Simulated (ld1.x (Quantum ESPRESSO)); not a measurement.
# Mn: ultrasoft pseudisation with Wu–Cohen, scalar-relativistic reference atom.

manganese (Mn), ultrasoft, made with ld1.x (Quantum ESPRESSO) 7.5 (Wu–Cohen, scalar-relativistic). Core [Ar], reference 3d5 4s0.5 4p0 (charge +1.5). Waves: 4s (bound): rcut 2.15, rcutus 2.35 bohr; 4s channel at 2.75 Ry: rcut 2.15, rcutus 2.35 bohr; 4p (bound, empty): rcut 1.60, rcutus 2.15 bohr; 4p channel at 4.1 Ry: rcut 1.60, rcutus 2.15 bohr; 3d (bound): rcut 1.40, rcutus 1.80 bohr; 3d channel at -0.35 Ry: rcut 1.40, rcutus 1.80 bohr. Local part: all-electron potential smoothed inside 1.90 bohr (lloc = -1). Core correction: a·sin(br)/r model core inside 1.25 bohr. Augmentation charge: built from norm-conserving waves at rcut, not smoothed further.

All-electron outer shells of the reference configuration (Wu–Cohen, scalar-relativistic, ld1.x):

| shell | level (eV) | outermost node (bohr) | outermost maximum (bohr) |
| --- | --- | --- | --- |
| 3p | -67.40 | 0.31 | 0.75 |
| 3d | -19.49 | – | 0.76 |
| 4s | -15.45 | 1.05 | 2.30 |
| 4p | -10.30 | 1.14 | 2.77 |

(1) Is the overlap operator S = 1 + Σ q|β⟩⟨β| positive definite (Bessel basis up to 400 Ry)?

(2) Tests: 3d5 4s2 4p0; 3d5 4s1 4p0; 3d5 4s0 4p0; 3d4 4s0 4p0; 3d4 4s2 4p0; 3d6 4s1 4p0; 3d5 4s1.5 4p0. Which has the largest error in its energy relative to the reference configuration, and how large is it?

A Bessel basis up to 400 Ry misses an occupied level by 0.37 Ry, so cutoffs and ghosts were not judged.

Results:

(1) Yes: its lowest eigenvalue is 0.40 (s channel).

(2) 3d4 4s2 4p0, with -342 meV (all-electron minus pseudo) on -2.04 eV.
